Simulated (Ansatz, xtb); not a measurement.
# C5H7AlFN: which of two structures lies lower

Structure I: a singlet given by its coordinates. Structure II: a singlet given by its coordinates. Both are isolated molecules in the gas phase, relaxed with r2SCAN-D4/def2-SVP.

I (Å):

```xyz
15

C     0.8555   -0.1956   -1.0439
C     2.0324    0.4626   -1.3924
C     2.2718    1.6993   -0.7984
C     1.3383    2.2198    0.1066
C     0.1952    1.4820    0.3857
Al   -1.7742   -0.7742    0.2730
F     0.5787   -1.3685   -1.5757
N    -0.0431    0.2816   -0.1871
H     2.7172   -0.0004   -2.1052
H     3.1824    2.2542   -1.0404
H     1.4926    3.1856    0.5912
H    -0.5776    1.8232    1.0808
H    -2.3636    0.3147    1.3010
H    -2.4790   -0.8769   -1.1634
H    -1.1709   -2.1192    0.9036
```

Close contacts (Å): C1–C2 1.39, C1–F7 1.32, C1–N8 1.33, C2–C3 1.39, C3–C4 1.40, C4–C5 1.39, C5–N8 1.35, Al6–N8 2.08, C2–H9 1.09, C3–H10 1.09, C4–H11 1.09, C5–H12 1.09, Al6–H13 1.61, Al6–H14 1.60, Al6–H15 1.60.

II (Å):

```tsv
atom	x (Å)	y (Å)	z (Å)
C	1.4370	-1.1982	-1.0843
C	2.0824	0.0374	-1.0862
C	1.3781	1.1294	-0.5924
C	-0.4868	-0.1722	-0.1308
C	0.1342	-1.3222	-0.6039
Al	-0.8297	2.6682	0.6651
F	2.0679	-2.2669	-1.5481
N	0.1217	1.0279	-0.1216
H	3.1010	0.1361	-1.4658
H	1.8173	2.1317	-0.5703
H	-0.3965	2.5666	2.2099
H	-0.1156	3.8189	-0.2008
H	-2.3500	2.2718	0.3256
H	-1.5115	-0.1918	0.2536
H	-0.3733	-2.2886	-0.6057
```

Close contacts (Å): C1–C2 1.39, C1–C5 1.39, C1–F7 1.32, C2–C3 1.39, C3–N8 1.35, C4–C5 1.39, C4–N8 1.35, Al6–N8 2.05, C2–H9 1.09, C3–H10 1.09, C4–H14 1.09, C5–H15 1.09, Al6–H11 1.61, Al6–H12 1.61, Al6–H13 1.61.

Estimate which is lower in electronic energy at CCSD(T)/def2-SVP + ΔMP2/def2-TZVPP, and by roughly how much.

Too close to call at this level: CCSD(T)/def2-SVP + ΔMP2/def2-TZVPP gives E(II) − E(I) = +0.45 kcal/mol.

How the difference moves with the method:

```
                             level            geometry  E(II) − E(I) (kcal/mol)  departure from the last row (kcal/mol)  job, with rough time for the two
                          GFN2-xTB            GFN2-xTB                     +0.76                                   +0.32              optimisation, 0.61 s
                         HF/STO-3G            GFN2-xTB                     −0.21                                   −0.66              single point, 0.62 s
      r2SCAN-D4/def2-SVP//GFN2-xTB            GFN2-xTB                     −0.10                                   −0.55                 single point, 5 s
                r2SCAN-D4/def2-SVP  r2SCAN-D4/def2-SVP                     +1.63                                   +1.18                optimisation, 56 s
                       HF/def2-SVP  r2SCAN-D4/def2-SVP                     +0.77                                   +0.32           part of the CCSD(T) run
                      MP2/def2-SVP  r2SCAN-D4/def2-SVP                     +1.24                                   +0.79           part of the CCSD(T) run
                  CCSD(T)/def2-SVP  r2SCAN-D4/def2-SVP                     +1.13                                   +0.69                      single point
CCSD(T)/def2-SVP + ΔMP2/def2-TZVPP  r2SCAN-D4/def2-SVP                     +0.45                                                     single point, 1.8 min
```

The largest departure from CCSD(T)/def2-SVP + ΔMP2/def2-TZVPP is that of r2SCAN-D4/def2-SVP, 1.18 kcal/mol. The last row adds to CCSD(T) the change of the MP2 difference between the two basis sets, here −0.69 kcal/mol.

With thermal terms from frequencies at re-optimised GFN2-xTB minima (ideal gas, soft modes damped towards free rotors, one conformer each, 298.15 K, 1 atm): the zero-point term adds −0.35 kcal/mol; ΔH is +0.18 and ΔG −0.16 kcal/mol.

The correlated steps freeze 12 core orbitals. Run with Ansatz 0.2.0, xtb 6.7.1; the last row on 4 threads of Arm Neoverse V1 on a shared host.
